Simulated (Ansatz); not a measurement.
System: CH3N2S, charge 0, doublet. CH3N2S (SMILES S=C(N)[NH], doublet).
B3LYP-D3(BJ)/def2-TZVP minimum from Ansatz (a quantum-chemistry and plane-wave program):
```
C
N 1 1.3002
H 2 1.0165 1 112.73
N 1 1.3523 2 120.68 3 -162.16
H 4 1.0048 1 119.10 2 -159.56
H 4 1.0080 5 118.31 1 -153.61
S 1 1.7249 2 117.65 3 24.54
```
Charge 0, spin multiplicity 2.

Hartree-Fock and CCSD(T) correlation energies in hartree (Ansatz). Open shells are spin-unrestricted; no spin-orbit coupling. Cores are frozen in correlated methods. No relativity. The UHF reference of CH3N2S ([NH]C(N)=S, doublet) is spin-contaminated (<S^2> up to 0.20 over the pure value in the sets run).

```json
[
 {"basis": "cc-pV(T+d)Z", "X": "3", "E(HF)": "-546.08563", "E(corr, CCSD(T))": "-0.78045"},
 {"basis": "cc-pV(Q+d)Z", "X": "4", "E(HF)": "-546.10046", "E(corr, CCSD(T))": "-0.82962"},
 {"basis": "cc-pV(5+d)Z", "X": "5", "E(HF)": "-546.10389", "E(corr, CCSD(T))": "withheld"}
]
```

Task: Fit E(corr) = E∞ + A/X³ to X = 3 and 4, predict X = 5, and compare with the run.

Result: A = (-0.78045 - (-0.82962))/(1/27 - 1/64) = 2.2964; E∞ = -0.82962 - A/64 = -0.86550; at X = 5, E∞ + A/125 = -0.84713. The run gave -0.84618, 0.95 mEh above the prediction. The same form on X = 4 and 5 gives E∞ = -0.86355, 1.95 mEh above the first estimate.
